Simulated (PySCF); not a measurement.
# Structure from NMR data

An unknown has the formula C4H12Si3. Its calculated NMR data are:

1H NMR (300 MHz, computed): δ 7.37 (m, 1H), 7.16 (m, 1H), 4.41 (m, 2H), 4.22 (d, 3H), 2.11 (m, 1H), 0.71 (m, 2H), 0.41 (m, 2H).

13C{1H} NMR (computed): δ 155.2 (CH), 152.4 (CH), -2.6 (CH2).

A single conformation, non-relativistic, no solvent, averaged over atoms made equivalent by symmetry, fast rotation or ring inversion. Coordinates at the GFN2-xTB level; GIAO PBE0/pcSseg-1 shieldings; PySCF 2.14.0 with density-fitted response routines.

Shifts are taken against calculated references (same method and geometry level): 1H (σ = 31.72 ppm), 13C (σ = 186.93 ppm) against TMS.

Q: Which of these isomers gave the spectra?
A. [SiH3]C([SiH3])([SiH3])C1=CC1
B. C=C[SiH2]/C([SiH3])=C\[SiH3]
C. [SiH3]/C=C\[SiH2][SiH]1CC1

A: C. 

The formula gives 2 degrees of unsaturation (1 ring in the answer). 3 carbon signals for 4 carbons: some carbons are equivalent by symmetry or fast rotation. Carbon types of the structure: 2 × CH, 2 × CH2, leaving 6 H on heteroatoms. δC 155.2, 152.4: alkene CH; an sp2 carbon of a C=C bond. δC -2.6: three-membered-ring carbon; carbons of three-membered rings are unusually shielded. δH 7.37, 7.16: hydrogen on an alkene CH; attached to an sp2 carbon and in the plane of the double bond. δH 4.22: hydrogen on a silicon bonded to C. δH 0.71, 0.41: hydrogen on a three-membered-ring carbon; cyclopropane-type protons are shielded by the ring.

The others: [SiH3]C([SiH3])([SiH3])C1=CC1 would give 4 carbon signals, not 3; C=C[SiH2]/C([SiH3])=C\[SiH3] would give 4 carbon signals, not 3.

Shifts are as computed. Against solution values, carbons near 30 ppm lie about +3 ppm off and those near 130 ppm about +5 ppm. Of 1211 compounds with measured shifts, 218 miss one by over three times the rms of a fit or turn the order of signals round; such compounds aren't used in these exercises. Multiplicities follow the n + 1 count of equivalent neighbours, as no J values were calculated; m marks all less simple cases, F and P coupling included.
